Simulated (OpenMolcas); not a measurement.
**Mo III: Racah parameters, the spin-orbit constant, worked from levels**

- Program: OpenMolcas 26.06
- Basis: ANO-RCC-VTZP [7s6p4d2f1g]
- Scalar Hamiltonian: DKH2, point nucleus
- Active space: 4 electrons in 6 orbitals (4d 5s)
- State averaging: 2S+1 = 5 even, 15 roots; 2S+1 = 3 even, 95 roots; 2S+1 = 1 even, 90 roots
- Spin-orbit coupling: state interaction with AMFI integrals over the reference wave functions, term energies averaged over their components

Methods: CASSCF; MS-CASPT2, IPEA 0.25 Eh, imaginary shift 0.1 Eh (closed shells correlated: 4s 4p). Measured levels: Sugar and Musgrove, J. Phys. Chem. Ref. Data 17, 155 (1988).

**Racah parameters.** Above ⁵D, d4 has ³G at 9B + 4C, ³H at 4B + 4C and ³D at 16B + 4C. The first two fix B and C, and the third tests them; where it misses by thousands of cm-1, two parameters do not describe the configuration (Trees and configuration-interaction terms are left out) and B and C hang on the terms chosen. Term energies are centres of gravity, weighted by 2J + 1.

```
   Source     ³G     ³H    B     C   C/B  ³D from B, C  ³D found
   CASSCF  18645  14526  824  2808  3.41         24416     23551
MS-CASPT2  16497  13387  622  2725  4.38         20852     19818
 measured  15172  12145  605  2431  4.02         19404
```

Energies in cm-1. From CASSCF to MS-CASPT2, B changes by -24.5 % and C by -3.0 %. Against the measured terms, MS-CASPT2 has B off by +2.8 % and C by +12.1 %.

**The spin-orbit constant.** For the Hund term ⁵D of d4, E(J) = (A/2) J(J+1) + constant and ζ = 2S·A = 4A. From J = 0 to J = 4 the energy changes by 10 A.

| Source | E(4) - E(0) | A | ζ |
| --- | --- | --- | --- |
| CASSCF | 1912.0 | 191.2 | 765 |
| MS-CASPT2 | 1930.8 | 193.1 | 772 |
| measured | 1872.3 | 187.2 | 749 |

All in cm-1. MS-CASPT2 is off by +3.1 % and CASSCF by +2.1 %. Both methods take the spin-orbit matrix elements from the reference wave functions, so the second can move ζ only through the term energies and any multistate remixing. Second-order mixing with other terms is absorbed into this ζ.

CASPT2 breaks the degeneracy within a term, and the mean is taken; among the terms shown or strongly mixed into the levels shown the widest spread is 200 cm-1 (4d⁴ ³F(1), MS-CASPT2). Configurations are named by rounded mean occupations; where the s occupation lies near a half they are strongly mixed, a name can repeat and a true partner stay unpaired. Without dynamic correlation excited terms often stand tens of per cent too high (terms of higher spin than the ground term too low), and those without a measured partner can miss by more than the paired ones (holds for CASSCF). Blocks of more than 70 roots (2S+1 = 3 even, 1 even) ran without multistate coupling (holds for MS-CASPT2). Computed and measured levels are paired by configuration, term and J; levels that our copy of the source lacks, or whose pairing is in doubt (as where it misses far off the trend of its configuration), stay unpaired and out of the deviations. Only configurations of the active space appear.

A number in round brackets counts repeated terms of one configuration in the order of the reference energies.
